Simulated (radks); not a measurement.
Results of a calculation; reference values are marked as such.
The iridium ion Ir3+, 74 electrons, occupied as [Xe] 4f14 5d6. Code: a radial shooting solver on a logarithmic mesh with Libxc functionals. Model: Dirac Kohn-Sham, PBE, spin-unpolarised, spherical densities, point nucleus; open shells fill j = l - 1/2 first. Some entries of the table are withheld. Estimate them.

orbital  occ.  eigenvalue (hartree)  r(max) (bohr)
1s1/2       2             -2794.884        0.01081
2s1/2       2                   (1)        0.06249
2p1/2       2             -468.8796        0.04620
2p3/2       4             -409.0585        0.05336
3s1/2       2             -115.3603         0.1759
3p1/2       2             -106.1408         0.1644
3p3/2       4             -93.04205         0.1790
3d3/2       4             -77.67657         0.1397
3d5/2       6             -74.84653         0.1437
4s1/2       2             -25.51531         0.3977
4p1/2       2                   (2)         0.3965
4p3/2       4                   (3)         0.4268
4d3/2       4             -12.16361         0.4211
4d5/2       6             -11.58864         0.4306
5s1/2       2              -4.73806         0.8914
5p1/2       2              -3.51474         0.9467
4f5/2       6                   (4)         0.3927
4f7/2       8                   (5)         0.3974
5p3/2       4              -3.01053          1.027
5d3/2       4              -1.37845          1.254
5d5/2       2              -1.32544          1.289

Answer. 
(1) 2s1/2 eigenvalue (hartree): -489.4909
(2) 4p1/2 eigenvalue (hartree): -21.62720
(3) 4p3/2 eigenvalue (hartree): -18.52926
(4) 4f5/2 eigenvalue (hartree): -3.49380
(5) 4f7/2 eigenvalue (hartree): -3.37911
